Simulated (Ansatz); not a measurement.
**Question.** Name a neutral molecule of C, Mg, O and H with HOMO–LUMO gap (PBE/def2-TZVPP) between 3.60 and 3.90 eV and HOMO energy (ωB97M-V/def2-TZVPP) between -9.65 and -9.35 eV (Ansatz, PBE0-D4/def2-TZVP geometry).

**Answer.** `C[O][Mg][OH]` (3.81 eV, -9.56 eV); `C[O][Mg][O]C` (3.77 eV, -9.51 eV); `CC(C)[O][Mg][O]C(C)C` (3.87 eV, -9.48 eV); `CC(C)(C)[O][Mg][O]C(C)(C)C` (3.89 eV, -9.51 eV). Other molecules can fit too; these were computed, each in one conformer that needn't be the lowest.
